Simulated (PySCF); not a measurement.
C3H9ClOSi, SMILES CC[Si@](C)(O)Cl. Geometry: B3LYP-D3(BJ)/def2-SVP. The structure was generated by enumeration; whether it is a known compound was not checked. Other conformers were not sampled.

Computed equilibrium geometry at B3LYP-D3(BJ)/def2-SVP (PySCF confirms it by a frequency run) as a Z-matrix (one conformer of several):
```
Si
O 1 1.6650
H 2 0.9644 1 117.30
C 1 1.8601 2 106.72 3 173.50
H 4 1.1007 1 110.39 2 -56.88
H 4 1.1007 5 108.29 1 121.57
H 4 1.1020 5 108.33 6 117.49
C 1 1.8760 2 111.79 3 -61.15
H 8 1.1049 1 107.89 2 55.25
H 8 1.1055 9 105.88 1 114.25
C 8 1.5345 9 110.22 10 119.78
H 11 1.1011 8 110.95 9 62.85
H 11 1.1016 12 107.82 8 122.58
H 11 1.1023 12 107.38 13 115.35
Cl 1 2.1027 2 109.03 3 56.29
```
Charge 0, spin multiplicity 1.
